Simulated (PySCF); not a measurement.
A calculated (r2SCAN, PySCF 2.14, x2c-QZVPPall, scalar relativity by spin-free X2C-1e) atom or ion has these occupied shells.

```json
{"shell": "1s α", "electrons": "1", "orbital energy (eV)": "-53.255", "rms radius, mean of both spins (bohr)": "0.676"}
{"shell": "1s β", "electrons": "1", "orbital energy (eV)": "-53.087", "rms radius, mean of both spins (bohr)": "0.676"}
{"shell": "2s α", "electrons": "1", "orbital energy (eV)": "-3.270", "rms radius, mean of both spins (bohr)": "4.12"}
```

**Question.** Name the element and its charge.

**Answer.** Li (lithium, neutral), in [He] 2s1, 2S determinant.
